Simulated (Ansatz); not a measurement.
Basis-set extrapolation for CH8FNOSi2, SMILES `CO[SiH2]N[SiH2]F` (PBE0-D4/def2-TZVP geometry, frozen core, Ansatz 0.2.0). Multiplicity 1, RHF reference.

```
                      def2-TZVPP   def2-QZVPP
                 HF  -849.458460  -849.491077
    MP2 correlation    -1.113438    -1.202480
CCSD(T) correlation    -1.202006      not run
```

Energies in hartree. Use E(X) = E(∞) + A·exp(−7.88·√X) for Hartree–Fock and E(X) = E(∞) + B·X^(−2.97) for correlation, with X = 3 and 4, and add CCSD(T) minus MP2 of the smaller set to the MP2 limit.

Problem. What is the CCSD(T) energy at the basis-set limit?

Solution. HF limit: -849.491077 + (-0.032617) × 0.13774 = -849.49557. MP2 limit: -1.202480 + (-0.089042) × 0.74074 = -1.26844. Higher-order term: -1.202006 − (-1.113438) = -0.08857. Total: -850.85258 hartree, 504.4 kJ/mol below CCSD(T)/def2-TZVPP.
